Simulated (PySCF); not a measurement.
PySCF 2.14 output of an unrestricted r2SCAN calculation on a single atom or ion in aug-cc-pVTZ-DK, with scalar relativity by spin-free X2C-1e:

```
SCF conv_tol = 1e-09
number electrons alpha = 14  beta = 13
    J. W. Furness, A. D. Kaplan, J. Ning, J. P. Perdew, and J. Sun.,  J. Phys. Chem. Lett. 11, 8208-8215 (2020)
    J. W. Furness, A. D. Kaplan, J. Ning, J. P. Perdew, and J. Sun.,  J. Phys. Chem. Lett. 11, 9248-9248 (2020)
    J. W. Furness, A. D. Kaplan, J. Ning, J. P. Perdew, and J. Sun.,  J. Phys. Chem. Lett. 11, 8208-8215 (2020)
    J. W. Furness, A. D. Kaplan, J. Ning, J. P. Perdew, and J. Sun.,  J. Phys. Chem. Lett. 11, 9248-9248 (2020)
cycle= 1 E= -1653.69292401613  delta_E= -0.00897  |g|= 0.12  |ddm|= 0.384
cycle= 2 E= -1653.68873094725  delta_E= 0.00419  |g|= 0.227  |ddm|= 0.122
cycle= 3 E= -1653.69509686947  delta_E= -0.00637  |g|= 0.0114  |ddm|= 0.09
cycle= 4 E= -1653.69511650601  delta_E= -1.96e-05  |g|= 0.000264  |ddm|= 0.00419
cycle= 5 E= -1653.69511652011  delta_E= -1.41e-08  |g|= 2.11e-05  |ddm|= 0.000193
cycle= 6 E= -1653.6951165203  delta_E= -1.89e-10  |g|= 2.28e-06  |ddm|= 3.16e-05
converged SCF energy = -1653.6951165203  <S^2> = 0.75067834  2S+1 = 2.0006782
```

The run itself started from symmetry-adapted Hartree-Fock orbitals and held the occupation by maximum overlap, on a logarithmic radial grid, so the iterations belong to that start.

Task: Which element, charge and spin multiplicity is this?

Result: Cu²⁺ (copper, charge +2), multiplicity 2; the state was [Ar] 3d9, 2D determinant.
